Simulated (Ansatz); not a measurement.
The same path of H3P + H6OSi2 (13 atoms, charge 0, multiplicity 1) was run twice with different band settings. Lost on the way: Si1–O2, P10–H13. Made: Si1–P10, O2–H13.

Method: RHF/6-31G* in Ansatz.

Relaxed end points:

```xyz
13
Properties=species:S:1:pos:R:3
Si -0.571 0.719 -0.043
O -0.933 0.338 1.497
Si -1.654 -0.078 2.896
H -2.736 -1.049 2.645
H -0.661 -0.687 3.798
H -2.223 1.116 3.545
H 0.884 0.911 -0.173
H -1.260 1.964 -0.434
H -0.997 -0.365 -0.949
P 2.540 -3.618 1.183
H 1.277 -4.060 0.762
H 2.804 -2.857 0.035
H 2.058 -2.545 1.947
```

```xyz
13
Properties=species:S:1:pos:R:3
Si 0.676 -0.427 -1.087
O -1.205 -0.732 2.398
Si -1.904 -0.434 3.858
H -3.261 0.062 3.591
H -1.979 -1.658 4.682
H -1.153 0.580 4.628
H 1.373 -0.498 -2.385
H 0.714 0.960 -0.591
H -0.717 -0.871 -1.256
P 1.647 -1.747 0.483
H 1.704 -2.936 -0.257
H 2.981 -1.370 0.274
H -0.348 -1.138 2.371
```

Common settings: movable images 5; climbing image yes; spring 5.0 eV/Å²; optimiser quadratic models (default); start path through a guess of the saddle point; iteration limit 60; end points relaxed.

| run | force threshold |
| --- | --- |
| 1 | 0.05 eV/Å |
| 2 | 0.5 eV/Å |

**Question.** What does each run give, and how far can it be trusted?

**Answer.** Run 1: converged after 28 iterations, highest image 3.230 eV above the first end. Neighbouring images differ by up to 3.1 eV, so the band resolves the path poorly. A vibrational analysis at the climbing image gives one clearly imaginary mode, 311i cm⁻¹: a first-order saddle point.
Run 2: converged after 15 iterations, highest image 3.333 eV above the first end. The threshold of 0.5 eV/Å is loose, so the images may lie well off the minimum-energy path. Neighbouring images differ by up to 3.3 eV, so the band resolves the path poorly. The order of the stationary point at the top wasn't checked.
The orbitals stay closed-shell, which can raise the energy where a bond breaks towards radicals; this wasn't checked here.
